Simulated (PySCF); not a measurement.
(E)-1-bromo-2-chloro-1-fluoroethene (C2HBrClF), SMILES F/C(Br)=C\Cl. The structure is a stationary point at PBE-D3(BJ)/def2-SVP.

These are PySCF with PBE-D3(BJ)/def2-SVP values and carry that method's errors.

Harmonic wavenumbers (cm⁻¹): 170, 173, 270, 342, 511, 740, 763, 823, 1068, 1255, 1662, 3177. Rotational constants (GHz): 8.283, 0.9691, 0.8676; symmetry number 1.

Problem. Work out the zero-point energy and the ideal-gas rigid-rotor harmonic-oscillator thermochemistry at 298.15 K and 1 atm.

Solution. ZPE = ½ Σ hcν = ½ × 10953 cm⁻¹ = 65.51 kJ/mol. H − E(el) = 82.16 kJ/mol. Entropy in J/(mol K): translation 171.99, rotation 118.09, vibration 37.98, total 328.06. G − E(el) = -15.65 kJ/mol. Cp = 78.88 J/(mol K).
